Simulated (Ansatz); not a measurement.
Cl$_{4}$V, doublet, at a GFN2-xTB geometry (such geometries of metal compounds can be far from the true shape). Base run: PBE/pcseg-1 (Ansatz, a program for electronic structure).

The Ansatz input:
Ansatz 0.2 input:
```yaml
crystal:
  periodic: [false, false, false]
  atoms:
    - {symbol: V, position_ang: [0.00000000, 0.00000000, 0.00000000]}
    - {symbol: Cl, position_ang: [1.68640898, -0.39049992, -1.07430154]}
    - {symbol: Cl, position_ang: [0.63181644, 0.30687967, 1.91238648]}
    - {symbol: Cl, position_ang: [-0.90946576, 1.55036739, -0.95907361]}
    - {symbol: Cl, position_ang: [-1.40875965, -1.46674714, 0.12098867]}
basis:
  gaussian:
    orbitals: pcseg-1.json
hamiltonian:
  xc: pbe
magnetization: {spin_polarized: true, initial_magnetization: 1}
```
The basis file holds pcseg-1 in the JSON format of the Basis Set Exchange.

Variants of this job, named by their change:

| change | basis functions | E (Eh) | core-seconds (rough) |
|---|---|---|---|
| base | 103 | -2783.87447 | 50 |
| basis = STO-3G | 54 | -2754.17783 | 10 |
| basis = 6-31G | 81 | -2783.82959 | 30 |
| basis = pc-1 | 103 | -2784.01111 | 50 |
| basis = 6-31G** | 112 | -2783.89126 | 40 |
| basis = 6-31G* | 112 | -2783.89126 | 50 |
| basis = cc-pV(D+d)Z | … | … | 50 |
| basis = aug-pcseg-1 | … | … | 70 |
| basis = aug-cc-pVDZ | 167 | -2784.09335 | 80 |
| basis = pcseg-2 | … | … | 80 |
| basis = def2-TZVP | 193 | -2784.10737 | 80 |
| basis = cc-pV(T+d)Z | 224 | -2784.15596 | 100 |
| basis = def2-TZVPP | … | … | 90 |

Task: Some entries are withheld; supply them.

Result: 
- basis = cc-pV(D+d)Z, basis functions: 135
- basis = cc-pV(D+d)Z, E (Eh): -2784.08465
- basis = aug-pcseg-1, basis functions: 155
- basis = aug-pcseg-1, E (Eh): -2783.88553
- basis = pcseg-2, basis functions: 192
- basis = pcseg-2, E (Eh): -2784.16907
- basis = def2-TZVPP, basis functions: 232
- basis = def2-TZVPP, E (Eh): -2784.11076

Totals compare only among sets that treat the same electrons; sets with core potentials leave the core out.
